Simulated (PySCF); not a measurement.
These 3 structures share the formula C6H14N2. Theory: PBE0-D3(BJ)/def2-SVP geometry optimisation, gas phase in PySCF 2.14.0. Energies are electronic, without zero-point or thermal terms, for one conformer each. No frequencies were run at this level. Point groups hold within 0.08 Å.

Question: Rank from lowest to highest electronic energy at this level (kcal/mol).
A. `[NH2:1][CH2:2][CH2:3][CH2:4][NH:5][CH:6]1[CH2:7][CH2:8]1` with H–N1–C2–C3 179° and -64°, N1–C2–C3–C4 -177°, C2–C3–C4–N5 178°, C3–C4–N5–C6 67°, C4–N5–C6–C7 -157°
B. `[CH3:1]/[CH:2]=[C:3](\[CH2:4][NH2:5])[CH2:6][CH2:7][NH2:8]` with C2–C3–C4–N5 -63°, C3–C4–N5–H -172° and -54°, C2–C3–C6–C7 -95°, C3–C6–C7–N8 -58°, C6–C7–N8–H -56° and 63°
C. `[CH3:1]/[N:2]=[CH:3]\[CH2:4][CH2:5][CH2:6][NH:7][CH3:8]` with N2–C3–C4–C5 180°, C3–C4–C5–C6 -178°, C4–C5–C6–N7 -178°, C5–C6–N7–C8 179°

Answer: B (0.0), C (5.6), A (8.7).

As drawn, the lowest has a C=C bond outside aromatic rings, which the highest lacks; the highest has a three-membered ring, which the lowest lacks.

| SMILES | E (Eh) | E rel (kcal/mol) | dipole (D) | point group | A, B, C (MHz) |
| --- | --- | --- | --- | --- | --- |
| C/C=C(\CN)CCN | -345.88980 | 0.0 | 1.71 | C1 | 2722, 1249, 1026 |
| C/N=C\CCCNC | -345.88080 | 5.6 | 2.49 | – | 8578, 592.9, 565.1 |
| NCCCNC1CC1 | -345.87588 | 8.7 | 1.23 | C1 | 4691, 845.4, 753.5 |
